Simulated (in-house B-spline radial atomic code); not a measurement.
Radial electron density of Yb2+, [Kr] 4d9 4f14 5s2 5p6 9s1. Computed with an all-electron radial atomic-structure program (B-spline basis): Dirac-Hartree-Fock, average of configuration, Fermi nucleus of rms radius 5.3108 fm.

Columns: r (bohr), 4πr²n(r) (electrons per bohr), bar.

```
0.000621    2.835 #
0.000804    4.316 ##
 0.00104    6.509 ##
 0.00135    9.769 ###
 0.00175    14.44 #####
 0.00226    20.88 #######
 0.00293    29.71 ##########
 0.00379       41 ##############
 0.00491    54.73 ###################
 0.00636    69.81 #########################
 0.00823    84.04 ##############################
  0.0107    94.49 #################################
  0.0138    97.79 ##################################
  0.0179    93.85 #################################
  0.0232    87.46 ###############################
    0.03    87.96 ###############################
  0.0388    101.4 ####################################
  0.0503    120.4 ##########################################
  0.0651    125.1 ############################################
  0.0843    108.8 ######################################
   0.109    95.85 ##################################
   0.141    106.7 ######################################
   0.183    112.2 #######################################
   0.237    82.16 #############################
   0.307    55.43 ###################
   0.398    61.67 ######################
   0.515    61.84 ######################
   0.667    40.24 ##############
   0.864    22.11 ########
    1.12    14.18 #####
    1.45    8.386 ###
    1.88     3.33 #
    2.43    0.791 
    3.15  0.09061 
    4.08  0.02066 
    5.28   0.0304 
    6.84 0.001202 
    8.85  0.05422 
    11.5 0.001311 
    14.8  0.08609 
    19.2  0.08043 
    24.9 0.008075 
    32.2 9.76e-05 
    41.8 8.483e-08 
    54.1 3.29e-12
```

On this grid the curve has 7 maxima, near 0.0138, 0.0651, 0.183, 0.515, 5.28, 8.85, 14.8 bohr.

The 9s1/2 radial function P(r) = rR(r), positive near the nucleus, with its small component Q(r) (sign convention: Q ≈ (P' + κP/r)/2c):

```csv
r (bohr),P,Q
0.000286,0.001821,-0.0004729
0.000479,0.002804,-0.0007589
0.000804,0.004272,-0.001183
0.00135,0.006392,-0.001805
0.00226,0.009249,-0.002681
0.00379,0.01269,-0.003843
0.00636,0.01573,-0.00518
0.0107,0.01576,-0.00626
0.0179,0.008339,-0.006119
0.03,-0.009188,-0.003588
0.0503,-0.02541,0.001039
0.0843,-0.008918,0.003658
0.141,0.034,0.0003762
0.237,0.003936,-0.002478
0.398,-0.05411,0.0007708
0.667,0.04379,0.0011
1.12,0.06625,-0.0009346
1.88,-0.1137,-0.0003493
3.15,-0.04406,0.0007575
5.28,0.1742,-0.0003489
8.85,-0.2329,4.373e-05
14.8,0.2934,0.0001213
24.9,0.08986,-9.791e-05
```
